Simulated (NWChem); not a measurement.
System: Si2H3O2Cl; SMILES O1[SiH](O[SiH2]1)Cl

```xyz
8

Cl    -0.3735    -2.1234     0.0000
Si     0.6546    -0.3581     0.0000
O      0.1379     0.7142    -1.1932
Si    -0.3996     1.8028     0.0000
O      0.1379     0.7142     1.1932
H      2.0984    -0.6607     0.0000
H      0.3437     3.0878     0.0000
H     -1.8683     2.0165     0.0000
```
Atoms are numbered in this order, from 1.

Program: NWChem. Geometry: optimised at PBE0/def2-SVP.

Question: Predict the results for Hartree-Fock/def2-SVP. Quantities: highest occupied level (eV); orbital gap (eV); dipole (D).

Answer: 
- highest occupied level (eV): -12.79
- orbital gap (eV): 16.02
- dipole (D): 1.47
